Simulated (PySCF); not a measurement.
**Dipole response of Hg²⁺ (mercury, charge +2)**

[Xe] 4f14 5d9 6s1, high-spin 3D determinant (an excited configuration). All numbers are calculated (PySCF 2.14, a scalar-relativistic core potential, in def2-QZVPPD with the def2 core potential (60 electrons) (7s5p4d4f2g, 88 functions)). Coupled (time-dependent) response in atomic units; α is the mean over directions.

| method | mean α (bohr³) | α xx, yy, zz | C₆ (like pair) | S(−4) |
| --- | --- | --- | --- | --- |
| UHF | 15.43 | 15.59, 15.59, 15.12 | 96.56 | 110.8 |
| PBE | 12.88 | 12.88, 12.88, 12.88 | 84.11 | 57.56 |
| PBE0 | 13.26 | 13.28, 13.28, 13.21 | 85.68 | 64.97 |

S(−4) is the Cauchy moment in α(ω) = α(0) + S(−4) ω² + …

Spin-orbit coupling is absent.

α(iu) at PBE0:

| u (hartree) | α(iu) (bohr³) |
| --- | --- |
| 0 | 13.26 |
| 0.0500 | 13.10 |
| 0.100 | 12.66 |
| 0.200 | 11.28 |
| 0.300 | 9.792 |
| 0.500 | 7.463 |
| 0.750 | 5.641 |
| 1.00 | 4.477 |
| 1.50 | 3.054 |
| 2.00 | 2.215 |
| 3.00 | 1.301 |
| 5.00 | 0.5875 |

A single London oscillator, α(iu) = α/(1 + u²/ω²), gives C₆ = (3/4) ω α². Matching the computed C₆ needs ω = 4 × 85.68 / (3 × 13.26²) = 0.650 hartree.

For an ion, C₆ is the dispersion term alone; charge-induced terms of lower order in 1/R come first.

The components differ because the open shell of this determinant is not spherical; for a pure term their mean is the scalar polarisability.

Energies and moments cover only the electrons outside the core potential. Spin-orbit coupling, absent here, splits the open shell strongly.
